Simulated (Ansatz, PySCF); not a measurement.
Species: sum formula PbClF, net charge 0, singlet state. SMILES: [Cl][Pb][F]
Structure (B3LYP-D3(BJ)/def2-TZVP (Ansatz, a first-principles code) minimum search):
```xyz
3

Pb     0.1300     0.1168     0.3636
F      0.9246     1.4374    -1.0008
Cl    -1.1166    -1.3244    -1.2239
```

Wanted: atomisation energy (electronic, to ground-state atoms), in kcal/mol. Cores are frozen in the correlated levels unless marked. UHF or UKS for open shells. Spin-orbit coupling is left out. Frozen are the shells of the preceding noble gas and the d and f shells that filled before the atom's block. Past Kr the def2 sets carry scalar-relativistic core potentials. The coupled-cluster limit lacks core correlation, which all-electron functionals hold. CBS marks a two-point X^-3 extrapolation of the correlation energy; Hartree-Fock from the larger set.

```
level                                        program  atomisation energy (kcal/mol)
------------------------------------  --------------  -----------------------------
PBE-D3(BJ)/def2-TZVPD                 Ansatz + dftd3                     (withheld)
TPSS/def2-TZVPD                                PySCF                     (withheld)
PW6B95-D4/def2-TZVPD                   PySCF + dftd4                          204.7
CAM-B3LYP/def2-TZVPD                          Ansatz                          199.8
LC-wPBE-D4/def2-TZVPD                 Ansatz + dftd4                          198.3
LC-wPBE/def2-TZVPD                            Ansatz                          196.5
wB97X/def2-TZVPD                              Ansatz                     (withheld)
B2GP-PLYP-D4/def2-TZVPD               Ansatz + dftd4                          199.5
SCS-MP2/def2-TZVPP                            Ansatz                          196.6
CCSD(T)/CBS(def2-TZVPPD,def2-QZVPPD)          Ansatz                     (withheld)
```

Task: Some entries are withheld; supply them.

Result: 
- PBE-D3(BJ)/def2-TZVPD, atomisation energy (kcal/mol): 213.8
- TPSS/def2-TZVPD, atomisation energy (kcal/mol): 207.9
- wB97X/def2-TZVPD, atomisation energy (kcal/mol): 208.8
- CCSD(T)/CBS(def2-TZVPPD,def2-QZVPPD), atomisation energy (kcal/mol): 202.3
